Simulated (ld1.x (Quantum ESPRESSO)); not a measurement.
Ranking PAW potentials for nickel

All share these settings but for the change named:

* Element: nickel
* Generator: ld1.x (Quantum ESPRESSO) 7.5
* Type: PAW
* Functional: PBE
* Relativity: scalar-relativistic
* Frozen core: [Ne] 3s2
* Valence charge: 16
* Reference configuration: 3p6 3d8 4s0 4p0 (charge +2)
* Partial waves: 4s (bound, empty): rcut 1.70, rcutus 1.90 bohr; 4s channel at -1.1 Ry: rcut 1.70, rcutus 1.90 bohr; 3p (bound): rcut 1.10, rcutus 1.35 bohr; 4p (bound, empty): rcut 1.10, rcutus 1.35 bohr; 3d (bound): rcut 0.90, rcutus 1.25 bohr; 3d channel at -1.2 Ry: rcut 0.90, rcutus 1.25 bohr
* Local potential: all-electron potential smoothed inside 1.20 bohr (lloc = -2)
* Core correction: Bessel-smoothed model core, default radius (core density twice the valence density)
* Augmentation charge: PSQ, inside the norm-conserving radii

Cutoff: the first of the cutoffs (Ry, on a coarse ladder) from which the occupation-weighted sum of valence levels, in a spherical-Bessel basis at the reference potential, stays within 10 and 1 mRy of its value at 400 Ry; the density cutoff is not measured.

The base gives 80 Ry.

Of 9 variants that were run, those that failed, showed a ghost or another fault, or gave nearly equal values are left out.

A variant can come out equal or close to the base.

Question: Rank these variants from softest to hardest (loose cutoff).
A. all radii but the core radius scaled by about 1.29 (s 2.46, p 1.74, d 1.62 bohr, rcut 2.20/1.42/1.16); local potential all-electron potential smoothed inside 1.56 bohr (lloc = -2)
B. reference 3p6 3d7 4s0 4p0
C. core [Ne], valence charge 18; reference 3s2 3p6 3d8 4s2 4p0; waves now 3s (bound): rcut 1.00, rcutus 1.25 bohr; 4s (bound): rcut 1.00, rcutus 1.25 bohr; 3p (bound): rcut 1.10, rcutus 1.15 bohr; 4p (bound): rcut 1.10, rcutus 1.15 bohr; 3d (bound): rcut 1.45, rcutus 1.75 bohr; 3d channel at -1.2 Ry: rcut 1.45, rcutus 1.75 bohr; local potential all-electron potential smoothed inside 1.40 bohr (lloc = -1); core correction Bessel-smoothed model core inside 0.85 bohr

Answer: A (40 Ry), C (70 Ry), B (80 Ry).
